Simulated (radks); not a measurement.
Values are calculated unless marked as measured or tabulated.
All-electron atom: La in [Xe] 4f0.5 5d1 6s1.5 (fractional occupations, a model configuration). Code: a radial shooting solver on a logarithmic mesh with Libxc functionals. Model: scalar-relativistic Kohn-Sham, PBEsol, spin-polarised, spherical densities, finite nucleus; open shells are filled with parallel spins first (spin-orbit coupling, left out, can overturn this in heavy ions); Fermi nuclear charge, rms radius 4.855 fm.

Normalised radial functions P(r) = r R(r), r in bohr:

r         5s down    5d up
0.001206   0.0384   0.0000
0.001635   0.0493   0.0000
0.002233   0.0630   0.0000
0.003051   0.0795   0.0000
0.004168   0.0981   0.0001
0.005649   0.1171   0.0001
0.007718   0.1346   0.0003
0.01054    0.1447   0.0007
0.0144     0.1393   0.0017
0.01952    0.1092   0.0038
0.02667    0.0438   0.0083
0.03644   -0.0562   0.0175
0.04938   -0.1649   0.0342
0.06746   -0.2326   0.0626
0.09216   -0.1806   0.1025
0.1259     0.0233   0.1435
0.1706     0.2681   0.1582
0.2331     0.3251   0.1094
0.3185     0.0215  -0.0205
0.4351    -0.4137  -0.1797
0.5897    -0.4553  -0.2487
0.8056     0.0897  -0.1364
1.101      0.7476   0.1294
1.503      0.9368   0.4091
2.038      0.6464   0.5639
2.784      0.2620   0.5597
3.803      0.0608   0.4460
5.154      0.0078   0.2931
7.041      0.0004   0.1426
9.619      0.0000   0.0490
13.14      0.0000   0.0107

5s down: eigenvalue -36.229 eV, 4 radial nodes at r = 0.0309, 0.122, 0.323, 0.775 bohr, <r> = 1.57 bohr, 90 % of the charge inside 2.26 bohr. 5d up: eigenvalue -2.447 eV, 2 radial nodes at r = 0.306, 0.958 bohr, <r> = 3.28 bohr, 90 % of the charge inside 5.30 bohr.
